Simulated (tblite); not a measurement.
Computed values, GFN2-xTB/tblite, gas phase, harmonic and unscaled. Against measured fundamentals such values can be off by several per cent, at times by over 20. Modes of hydrogen on phosphorus and silicon can be 10 to 20 % off. One conformer each. Thermal functions are those of the rigid rotor and harmonic oscillator, without mixing of conformers.

Question: Order these by their zero-point energy, highest first (kJ/mol).
A. `C=CP(C)(=O)C=C` (C5H9OP)
B. `CN(C)[SiH2]N` (C2H10N2Si)
C. `CPC` (C2H7P)
D. `c1[o+]c(C#C)cc(F)c1` ([C7H4FO]+)
E. `O(/C=P\C=C\C)C` (C5H9OP)
F. `C#CC[P@@H](=O)C#C` (C5H5OP)

Answer: E (331.7), A (326.0), B (321.9), D (225.0), C (215.8), F (203.8).

| SMILES | atoms | mass (u) | symmetry number | modes under 300 cm⁻¹ | ZPE (kJ/mol) | S translation (J/(mol K)) | S rotation | S vibration | S | Cp |
| --- | --- | --- | --- | --- | --- | --- | --- | --- | --- | --- |
| C/C=C/P=C\OC | 16 | 116.04 | 1 | 7 | 331.7 | 159.8 | 116.0 | 80.3 | 356.1 | 111.6 |
| C=CP(C)(=O)C=C | 16 | 116.04 | 1 | 7 | 326.0 | 159.8 | 112.6 | 69.1 | 341.6 | 112.3 |
| CN(C)[SiH2]N | 15 | 90.06 | 1 | 6 | 321.9 | 156.7 | 106.0 | 50.6 | 313.2 | 98.7 |
| C#Cc1cc(F)cc[o+]1 | 13 | 123.02 | 1 | 3 | 225.0 | 160.6 | 115.6 | 38.0 | 314.1 | 91.0 |
| CPC | 10 | 62.03 | 1 | 3 | 215.8 | 152.0 | 94.5 | 18.8 | 265.3 | 60.7 |
| C#CC[P@@H](=O)C#C | 12 | 112.01 | 1 | 6 | 203.8 | 159.4 | 113.3 | 63.3 | 336.0 | 103.0 |

Entropies and Cp are for 200 K and 1 bar.
